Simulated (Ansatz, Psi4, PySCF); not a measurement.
C$_{4}$H$_{5}$ (SMILES [CH-]=C1CC1), charge -1, singlet, at a GFN2-xTB geometry (in this run its highest filled SCF level lies above zero, so its values depend strongly on the basis, on diffuse functions most of all). Base run: CCSD(T)/STO-3G (PySCF).

The PySCF input:
```python
from pyscf import gto, scf, cc

mol = gto.M(
    atom='''
C    -0.00477750   -0.00846867    0.42733059
C    -0.00174017   -0.76951404   -0.83385328
C     0.02025666    0.75423460   -0.88448337
C    -0.02048610   -0.11308971    1.73328716
H    -0.90781767   -1.26894023   -1.19210447
H     0.89751813   -1.29434815   -1.17242457
H     0.93628317    1.22602460   -1.25140807
H    -0.87391678    1.25150097   -1.27114099
H    -0.01158415    0.90678977    2.23339151
''',
    basis='sto-3g',
    charge=-1,
    verbose=4,
)

mf = scf.RHF(mol)
mf.kernel()

mycc = cc.CCSD(mf)
mycc.kernel()
et = mycc.ccsd_t()
print('E(CCSD(T)) = %.10f' % (mycc.e_tot + et))
```

The same geometry, method and basis name were run in Ansatz (a program for electronic structure) and Psi4 and PySCF, at each program's defaults and at the settings that a row names. The base is PySCF at its defaults. Differences at the defaults can come from grids, fitting, cores and function types together.

```json
[
 {"code and settings": "PySCF, defaults (exact integrals, spherical functions, all electrons correlated)", "ΔE vs base (µEh)": "0.0", "basis functions": "25", "E (Eh)": "-152.46147", "SCF cycles": "10"},
 {"code and settings": "Psi4, defaults (exact integrals, spherical functions, all electrons correlated)", "ΔE vs base (µEh)": "0.2", "basis functions": "25", "E (Eh)": "-152.46147", "SCF cycles": "11"},
 {"code and settings": "Ansatz, defaults (factorised integrals, spherical functions, frozen core)", "ΔE vs base (µEh)": "1582", "basis functions": "25", "E (Eh)": "-152.45989", "SCF cycles": "-"},
 {"code and settings": "PySCF, frozen core", "ΔE vs base (µEh)": "1560", "basis functions": "25", "E (Eh)": "-152.45991", "SCF cycles": "10"},
 {"code and settings": "Psi4, exact integrals, spherical functions, frozen core", "ΔE vs base (µEh)": "1560", "basis functions": "25", "E (Eh)": "-152.45991", "SCF cycles": "11"},
 {"code and settings": "Ansatz, high accuracy, frozen core", "ΔE vs base (µEh)": "1560", "basis functions": "25", "E (Eh)": "-152.45991", "SCF cycles": "-"}
]
```
